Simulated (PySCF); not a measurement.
Level of theory: PBE-D3(BJ)/def2-TZVP in PySCF. Gas-phase values, no solvent. One relaxed conformer stands for a flexible species; it need not be the lowest. Excitations are Tamm–Dancoff values on a coarser integration grid. The basis has no diffuse functions, so Rydberg states are missing or too high.

Reference species (SMILES): `C=CC(=C)[SiH3]` (C–C–C–Si torsion 0°) (neutral, multiplicity 1).

- HOMO–LUMO gap: 3.90 eV
- LUMO: -2.14 eV
- T1 excitation (TDA): 3.13 eV

Changed species: `[SiH3]/C=C\C=C` (C–C–C–C torsion 180°).

Problem. Give the shifts of the HOMO–LUMO gap, LUMO and T1 excitation (TDA).

Solution. the HOMO–LUMO gap falls by 0.27 eV, to 3.63 eV; the LUMO falls by 0.23 eV, to -2.37 eV; the T1 excitation (TDA) drops by 0.20 eV, to 2.93 eV.
